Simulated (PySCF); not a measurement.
**Fluorine: a sound run and one with changed settings**

Sound run: F⁺ [He] 2s2 2p4, F²⁺ [He] 2s2 2p3. Computed with PySCF 2.14 in x2c-TZVPall, with scalar relativity by spin-free X2C-1e. In the sound run the correlated levels freeze 1s2. The sound run starts from symmetry-adapted Hartree-Fock orbitals and uses a fine grid where one is needed.

Changed run: a valence shell is frozen. This setting is unsound on purpose.

```json
{"species": "F⁺", "method": "MP2", "sound run (hartree)": "-99.06494", "changed run (hartree)": "-98.99054", "converged": "yes"}
{"species": "F⁺", "method": "CCSD(T)", "sound run (hartree)": "-99.08260", "changed run (hartree)": "-98.99749", "converged": "yes"}
{"species": "F²⁺", "method": "MP2", "sound run (hartree)": "-97.79395", "changed run (hartree)": "-97.71984", "converged": "yes"}
{"species": "F²⁺", "method": "CCSD(T)", "sound run (hartree)": "-97.80936", "changed run (hartree)": "-97.72327", "converged": "yes"}
```

Ionisation energy of F⁺:

```csv
method,sound run (eV),changed run (eV)
UHF,33.395,33.395
MP2,34.586,34.577
SCS-MP2,34.679,34.786
CCSD,34.626,34.660
CCSD(T),34.647,34.673
```

Freezing a valence shell removes pair correlation that changes on ionisation.

For comparison, NIST gives 34.971 eV between the lowest levels.
